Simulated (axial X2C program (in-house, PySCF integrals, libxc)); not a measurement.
**LiCr⁻: from the spin-free to the two-component result**

All values were computed with an in-house all-electron X2C program for linear molecules (integrals from PySCF). Spin-free means the one-electron spin-free X2C Hamiltonian; two-component (2c) means X2C with spin–orbit coupling and atomic mean-field two-electron Coulomb and Gaunt terms, so the difference of the two also holds small scalar two-electron terms. Basis: Cr dyall-acv3z [10s11p7d4f2g], Li dyall-av3z [9s9p3d] (cores contracted in-house); Gaussian nuclei, density fitting, unrestricted open shells. Masses: Cr 51.941 u, Li 7.016 u.

Spin-free state: M_S = 3, Λ = 0 (beyond evenly filled blocks: 2 × σα, π+α, π-α, δ+α, δ-α); fragments Cr + Li-.

```
level  Re (Å)  ωe (cm⁻¹)  De (eV)  μ (D)
 PBE0   2.921      201.7    0.840  -9.15
```

Dipoles are positive if Li is the positive end and refer to the centre of mass.

Two-component determinant lowest at the distance of the search:

Ω = 3 (⟨Sz⟩ = 3.00, ⟨Lz⟩ = 0.00 at PBE0); fragments Cr + Li-.

```
level  Re (Å)  ωe (cm⁻¹)  De (eV)  μ (D)
 PBE0   2.922      201.5    0.840  -9.16
```

(1) From the two tables, how do the constants change at the PBE0 level (2c against spin-free)?

One determinant describes the state; a PBE0 search over occupations chose it and may have missed a lower one. Dissociation energies refer to the lowest single-determinant-based atoms at the same level and basis. Density functionals use the spin component along the axis (collinear). PBE0 can misorder states that lie within some tenths of an eV, so this need not be the ground state of the molecule. The nearest other spin-free determinant of the search, M_S = 2, Λ = 0, lies 0.14 eV up at the distance of the search. With several unpaired electrons one determinant need not be a pure state. Open-shell Ω = 0 determinants with evenly filled partner blocks cannot be reached by this program, so the Ω shown need not be the lowest component. The highest occupied level of some functionals is positive through self-interaction error; at Hartree–Fock it is bound. The determinant is spin-polarised beyond a pure state at some levels (its spin-free form has ⟨S²⟩ too high), which makes Re and μ there less reliable.

Results:

(1) At the PBE0 level Re is unchanged within 0.001 Å and ωe stays the same within 0.2 cm⁻¹; De changes by 0.000 eV.
